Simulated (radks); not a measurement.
Results of a calculation; reference values are marked as such.
Species: Pt. Configuration: [Xe] 4f13 5d8 6s2 6p1 (not the ground configuration).

Level of theory: scalar-relativistic Kohn-Sham, PBE, spin-polarised, spherical densities, finite nucleus; open shells are filled with parallel spins first (spin-orbit coupling, left out, can overturn this in heavy ions); Fermi nuclear charge, rms radius 5.427 fm (a radial shooting solver on a logarithmic mesh with Libxc functionals).

Energy parts (eV):
| part | energy |
|---|---|
| total | -500873.90 |
| kinetic | 558351.79 |
| electron-nucleus | -1243124.49 |
| Hartree | 193505.63 |
| exchange-correlation | -9606.83 |

Orbitals (lengths in bohr, moments of r in powers of bohr; <r^-3> diverges for s and p1/2; r(max) is where P^2 peaks; r(90%) holds 90 % of the orbital's charge):
orbital  occ.  eigenvalue (eV)   r(max)  <r^-3>  r(90%)
1s up       1        -78416.33  0.01062       -  0.0313
1s down     1        -78416.32  0.01062       -  0.0313
2s up       1        -13794.31  0.06123       -   0.112
2s down     1        -13794.13  0.06123       -   0.112
2p up       3        -11961.23  0.05059   24230   0.106
2p down     3        -11961.08  0.05059   24230   0.106
3s up       1        -3258.522   0.1726       -   0.274
3s down     1        -3257.717   0.1726       -   0.274
3p up       3        -2724.426   0.1717    5514   0.281
3p down     3        -2723.601   0.1717    5516   0.281
3d up       5        -2144.043   0.1399   689.8   0.264
3d down     5        -2143.350   0.1399   690.0   0.264
4s up       1        -716.5872   0.3895       -   0.594
4s down     1        -715.1592   0.3895       -   0.594
4p up       3        -540.8105   0.4094    1328   0.638
4p down     3        -539.4419   0.4095    1327   0.639
4d up       5        -327.1795   0.4171   145.4   0.694
4d down     5        -325.8207   0.4172   145.2   0.694
4f up       7         -89.8637   0.3820   28.00   0.810
4f down     6         -88.4318   0.3822   27.98   0.811
5s up       1        -114.2762   0.8609       -    1.34
5s down     1        -112.8083   0.8604       -    1.34
5p up       3         -67.0741   0.9636   229.3    1.56
5p down     3         -65.5187   0.9628   230.0    1.56
5d up       5         -13.8780    1.203   14.47    2.32
5d down     3         -12.3430    1.203   14.36    2.34
6s up       1          -9.2367    2.208       -    3.87
6s down     1          -8.1361    2.224       -    3.94
6p up       1          -2.6936    3.025   13.06    6.00
6p down     0          -1.8606    3.095   11.88    6.20

The highest occupied level is 6p up at -2.694 eV. Spin moment in Bohr magnetons: 4. Summed over all electrons, <r^2> = 73.72 bohr^2, which gives a Langevin (diamagnetic) susceptibility term of -58.4 x 10^-6 cm^3/mol. The spin density at the nucleus is -3.938 e/bohr^3 (1s -0.216, 2s -2.132, 3s -8.833, 4s 5.570, 5s -4.374, 6s 6.046).
